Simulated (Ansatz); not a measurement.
`O[SiH2]CC[SiH3]` + `[OH][Ge][Cl]` → `[SiH3][O][Ge][Cl]` + `CC[SiH2]O`  (ligand exchange at the Si–C bond)

Program: Ansatz. Geometries: PBE0-D4/def2-TZVP. ΔE: electronic, gas phase. CCSD(T)/CBS is the MP2 limit (def2-TZVPP, def2-QZVPP) plus CCSD(T) − MP2 in def2-TZVPP, frozen cores. Functionals use def2-TZVPP. For Ge outer-core shells are correlated without core-valence functions, which leaves a few kJ/mol of doubt a bond. Scalar relativity is left out up to krypton. Each species was taken in one conformer, which may not be the lowest.

`O[SiH2]CC[SiH3]`:

Cartesian coordinates in Å:
```
O -1.746 -1.212 0.995
Si -1.804 0.281 0.295
C -0.482 0.542 -1.006
C 0.951 0.726 -0.491
Si 1.731 -0.772 0.330
H -0.990 -1.408 1.552
H -3.144 0.366 -0.335
H -1.660 1.353 1.325
H -0.788 1.431 -1.574
H -0.535 -0.294 -1.713
H 1.619 1.006 -1.315
H 0.998 1.556 0.222
H 3.166 -0.514 0.620
H 1.615 -1.977 -0.535
H 1.067 -1.083 1.632
```

`[OH][Ge][Cl]`:

Cartesian coordinates in Å:
```
O -0.050 -0.062 1.153
Ge 0.616 1.009 -0.091
Cl -0.049 -0.113 -1.878
H -0.517 -0.834 0.817
```

`[SiH3][O][Ge][Cl]`:

Z-matrix (Å, degrees):
```
Si
O 1 1.655
H 1 1.484 2 107.2
H 1 1.484 2 110.4 3 119.3
H 1 1.484 2 110.5 3 -119.3
Ge 2 1.768 1 138.4 3 179.8
Cl 6 2.210 2 99.4 1 0.0
```

`CC[SiH2]O`:

```xyz
12

C    -0.178   -1.077    1.038
C     0.601   -0.657   -0.206
Si   -0.064    0.888   -1.017
O    -0.034    2.194   -0.004
H    -1.232   -1.256    0.810
H    -0.135   -0.306    1.812
H     0.221   -1.995    1.477
H     1.655   -0.492    0.040
H     0.585   -1.457   -0.956
H    -1.466    0.629   -1.464
H     0.771    1.268   -2.184
H    -0.725    2.260    0.654
```

CCSD(T)/CBS gives -105.8 kJ/mol.

Another level gave -105.4 kJ/mol. Which?
A. PBE-D4/def2-TZVPP
B. PBE0/def2-TZVPP
C. B97M-V/def2-TZVPP
D. CAM-B3LYP/def2-TZVPP

C. B97M-V -105.4, CAM-B3LYP -110.7, PBE-D4 -88.2, PBE0 -96.6 kJ/mol.

Largest T1 diagnostic among the species: 0.014.

The D4 term adds +3.6 kJ/mol with B3LYP and +2.2 kJ/mol with PBE0; it sums over pairs of atoms, weighted by their polarisabilities, and B3LYP, whose exchange is more repulsive, gets the larger term. From BLYP to BHLYP (50 % exact exchange), in def2-TZVPP and without D4, ΔE moves by −11.2 kJ/mol. Leaving LDA and LC-ωPBE aside and taking each functional with its dispersion term where it has one, the values, not all of them listed here, spread over 28.5 kJ/mol, from BHLYP-D4 to revPBE-D4. LDA lies +7.0 kJ/mol from PBE without D4.

B3LYP here is the variant with VWN-RPA as its local correlation; programs differ in this.
